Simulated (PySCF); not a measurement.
PySCF job for IrO2, SMILES [O]=[Ir]=[O] (connectivity only; charge and spin as stated), neutral, multiplicity 2, r2SCAN-D4/def2-TZVP. Geometry: r2SCAN-D4/def2-TZVP. A frequency run showed that this geometry is not a minimum. The multiplicity is an assumed one; other spin states were not compared. The def2 effective core potentials stand for the cores of Ir; spin–orbit coupling is left out.

```python
import numpy as np
from pyscf import gto, scf, dft, df
from pyscf.hessian import thermo

mol = gto.M(
    atom='''
    Ir    0.00000000    0.00000000    0.00000000
    O     0.00000000    0.00000000   -1.69845687
    O     0.00000000    0.00000000    1.69845687
    ''',
    basis='def2-TZVP',
    ecp={'Ir': 'def2-tzvp'},
    charge=0,
    spin=1,
    max_memory=1600,
    verbose=3,
)
mf = dft.UKS(mol, xc='r2scan').density_fit(auxbasis='def2-universal-jkfit')
mf.disp = 'd4'
mf.grids.level = 4
mf.conv_tol = 1e-11
mf.max_cycle = 100
mf.kernel()
fine, coarse = mf.grids, dft.Grids(mol).set(level=1).build(with_non0tab=True)
for _ in range(3):  # follow internal instabilities
    mf.grids = coarse
    mo, _, stable, _ = mf.stability(return_status=True, nroots=4)
    mf.grids = fine
    if stable:
        break
    mf.kernel(mf.make_rdm1(mo, mf.mo_occ))

# analytic Hessian; the response equations are solved on a coarser grid
h, args, fine = mf.Hessian(), (mf.mo_energy, mf.mo_coeff, mf.mo_occ), mf.grids
h.max_memory = max(150, 2.5e-5 * df.make_auxmol(mol, mf.with_df.auxbasis).nao * mol.nelec[0] * (mol.nelec[0] + mol.nao))  # MB; small integral blocks
h1ao = h.make_h1(mf.mo_coeff, mf.mo_occ)
mf.grids = dft.Grids(mol).set(level=2).build(with_non0tab=True)
mo1, mo_e1 = h.solve_mo1(*args, h1ao)
mf.grids = fine
hess = h.hess_elec(*args, mo1, mo_e1, h1ao) + h.hess_nuc()
if mf.do_disp():
    hess += h.get_dispersion()
for i in range(mol.natm):  # the analytic DFT Hessian lacks the response of the grid: restore translational invariance
    hess[i, i] -= hess[i].sum(axis=0)
hess = (hess + hess.transpose(1, 0, 3, 2)) / 2
vib = thermo.harmonic_analysis(mol, hess, imaginary_freq=False)
thermo.dump_normal_mode(mol, vib)
th = thermo.thermo(mf, vib['freq_au'][vib['freq_au'] > 0], 298.15, 101325)
thermo.dump_thermo(mol, th)
g0 = mf.nuc_grad_method().set(verbose=0).kernel()

# dipole derivatives [dipole axis, atom, xyz] from the same response
r, irp = mol.intor('int1e_r'), mol.intor('int1e_irp').reshape(3, 3, mol.nao, mol.nao)
sl, dm0, ok = mol.aoslice_by_atom(), np.array(mf.make_rdm1()), []
dmu = np.einsum('a,xt->xat', mol.atom_charges(), np.eye(3))
for a, (_, _, p0, p1) in enumerate(sl):
    dmu[:, a] += 2 * np.einsum('xtij,ij->xt', irp[:, :, :, p0:p1], dm0.reshape(-1, mol.nao, mol.nao).sum(0)[:, p0:p1])
    for u, c, occ, f in zip(mo1, mf.mo_coeff, mf.mo_occ, (2, 2)):
        dmu[:, a] -= f * np.einsum('tui,xuv,vi->xt', u[a], r, c[:, occ > 0], optimize=True)
L = vib['norm_mode']
ir = 974.8801 * (np.einsum('xat,kat->kx', dmu, L) ** 2).sum(1)       # km/mol
apt = np.einsum('xax->a', dmu) / 3
print('mode   freq/cm-1   IR/(km/mol)')
for k, w in enumerate(vib['freq_wavenumber']):
    print(f'{k + 1:4d} {w:11.2f} {ir[k]:13.3f}')
print('max |gradient| / (hartree/bohr):', abs(g0).max())
print('APT charges:', apt.round(4))
```

Program output:

```

WARN: HOMO -0.536954639952143 >= LUMO -0.536954639952135

converged SCF energy = -254.797614223526  <S^2> = 0.75278062  2S+1 = 2.0027787
<class 'pyscf.df.df_jk.DFUKS'> wavefunction is stable in the internal stability analysis

WARN: MGGA Hessian is sensitive to dft grids. grids.level 4 may not be dense enough.


WARN: DFTD4 does not support analytical Hessian, using finite difference.


WARN: Mole.unit (angstrom) is changed to Bohr

Mode                                 0                   1                   2
Irrep
Freq [cm^-1]                      -76.1838            -76.1838            989.8675
Reduced mass [au]                  18.4073             18.4073             18.4073
Force const [Dyne/A]               -0.0629             -0.0629             10.6266
Char temp [K]                    -109.6115           -109.6115           1424.1990
Normal mode                   x     y     z       x     y     z       x     y     z
       0  Ir                 0.00  0.03 -0.00   -0.03  0.00 -0.00   -0.00  0.00  0.03
       1   O                -0.00 -0.16  0.00    0.16 -0.00  0.00    0.00 -0.00 -0.16
       2   O                -0.00 -0.16  0.00    0.16 -0.00  0.00    0.00 -0.00 -0.16
Mode                                 3
Irrep
Freq [cm^-1]                     1035.7274
Reduced mass [au]                  15.9990
Force const [Dyne/A]               10.1119
Char temp [K]                    1490.1811
Normal mode                   x     y     z
       0  Ir                 0.00  0.00 -0.00
       1   O                -0.00 -0.00 -0.18
       2   O                -0.00 -0.00  0.18
temperature 298.1500 [K]
pressure 101325.00 [Pa]
Rotational constants [GHz] inf 5.47502 5.47502
Symmetry number 2
Zero-point energy (ZPE) 0.00461 [Eh]   12115.748 [J/mol]
                           tot       elec      trans        rot        vib
Entropy [J/mol/K]       243.796      5.763    176.250     61.036      0.746
Cv [J/mol/K]             23.833      0.000     12.472      8.314      3.047
Cp [J/mol/K]             32.147      0.000     20.786      8.314      3.047
Internal energy [J/mol]                      3718.434   2478.956  12300.548
Internal energy [Eh]   -254.79057  -254.79761
Enthalpy [J/mol]                             6197.391   2478.956  12300.548
Enthalpy [Eh]          -254.78962
Gibbs free energy [J/mol]                  -46351.594 -15718.977  12077.988
Gibbs free energy [Eh] -254.81731
mode   freq/cm-1   IR/(km/mol)
   1      -76.18         8.017
   2      -76.18         8.017
   3      989.87       288.022
   4     1035.73         0.000
max |gradient| / (hartree/bohr): 4.314078708147102e-05
APT charges: [ 1.2677 -0.6326 -0.6326]
```

The run converged. The end point has an imaginary mode, so it is no minimum.

Cost: about 2.7 core-minutes (a rough figure).
